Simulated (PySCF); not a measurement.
# How methods differ on the ionisation energy of P+

P+ [Ne] 3s2 3p2 (3P) → P(2+) [Ne] 3s2 3p1 (2P), as a difference of total energies. All numbers are calculated (PySCF 2.14, scalar relativity by spin-free X2C-1e, in jorge-DZP-DKH (7s4p1d, 24 functions)). Correlated levels: valence: [Ne] frozen. The calculations carry no spin-orbit coupling.

```json
{"method": "UHF", "ionisation energy (eV)": "19.150", "difference from reference (eV)": "-0.619"}
{"method": "M06-2X", "ionisation energy (eV)": "19.568", "difference from reference (eV)": "-0.201"}
{"method": "LDA", "ionisation energy (eV)": "19.819", "difference from reference (eV)": "+0.050"}
{"method": "MP2 (valence)", "ionisation energy (eV)": "19.470", "difference from reference (eV)": "-0.299"}
{"method": "SCS-MP2 (valence)", "ionisation energy (eV)": "19.390", "difference from reference (eV)": "-0.379"}
{"method": "CCSD (valence)", "ionisation energy (eV)": "19.495", "difference from reference (eV)": "-0.274"}
{"method": "CCSD(T) (valence)", "ionisation energy (eV)": "19.505", "difference from reference (eV)": "-0.264"}
```

Reference: 19.769 eV (semi-empirical (NIST evaluation); NIST Atomic Spectra Database, ionization energies).

The reference lies between the lowest fine-structure levels, while these numbers refer to the centres of the terms.

Errors of the correlated levels include the incompleteness of this basis and the frozen core.
